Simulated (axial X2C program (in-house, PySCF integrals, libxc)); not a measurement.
## A run on MnPb without results

A two-component calculation with an axial X2C code built on PySCF integrals.

Input and command:
```json
{"zs": [82, 25], "q": 0, "bas": ["dyall-acv3z", "dyall-acv3z"], "r0": 2.63, "eom": "ea", "thr": -1.0, "nmax": 92, "grid": [1, 0.96, 1.045, 0.92, 1.09, 1.15]}
```
```bash
python soeom.py task.json out
```

Keys: zs atomic numbers; q charge; bas basis sets; r0 starting distance in Å; eom kind of EOM run; thr threshold in hartree for freezing inner shells (an s shell follows its p shell); nmax most natural virtual spinors; grid distances as factors.

Outcome:

The program refused: none of the low determinants of the reference species is a closed shell, which the EOM method needs.
